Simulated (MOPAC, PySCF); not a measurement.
H₂Cl₂Si, SMILES `[SiH2](Cl)Cl`, neutral singlet in the gas phase. 

Cartesian coordinates (Å):
SMILES: Cl[SiH2]Cl
```xyz
5

Cl     1.7034     0.9739     0.0413
Si    -0.0046    -0.1430    -0.0005
Cl    -1.6395     1.0780    -0.0525
H     -0.0638    -0.9487     1.2243
H      0.0039    -0.9614    -1.2182
```
Charge 0, multiplicity 1.

All levels are single points at this geometry (CAM-B3LYP-D3(BJ)/def2-TZVP); Pople sets use spherical d functions. Orbital energies aren't observables, and empty levels follow the basis.

PBE/6-31G* in PySCF gives HOMO (eV) = -7.74.

Q: Estimate the HOMO (eV) from each of these levels: CAM-B3LYP-D3(BJ)/def2-TZVP in PySCF; PBE-D3(BJ)/def2-TZVP in PySCF; TPSSh-D3(BJ)/def2-TZVP in PySCF; B3LYP/6-311+G** in PySCF; B3LYP/6-31G* in PySCF; BP86/6-31G* in PySCF; M06-2X/6-31G* in PySCF; SVWN5/6-31G* in PySCF; HF/6-31G* in PySCF; AM1 in MOPAC; PM6 in MOPAC; PM7 in MOPAC.

A: 
```csv
level,HOMO (eV)
CAM-B3LYP-D3(BJ)/def2-TZVP in PySCF,-10.48
PBE-D3(BJ)/def2-TZVP in PySCF,-7.73
TPSSh-D3(BJ)/def2-TZVP in PySCF,-8.45
B3LYP/6-311+G** in PySCF,-8.98
B3LYP/6-31G* in PySCF,-8.86
BP86/6-31G* in PySCF,-7.85
M06-2X/6-31G* in PySCF,-10.43
SVWN5/6-31G* in PySCF,-7.78
HF/6-31G* in PySCF,-12.48
AM1 in MOPAC,-11.56
PM6 in MOPAC,-11.04
PM7 in MOPAC,-11.75
```
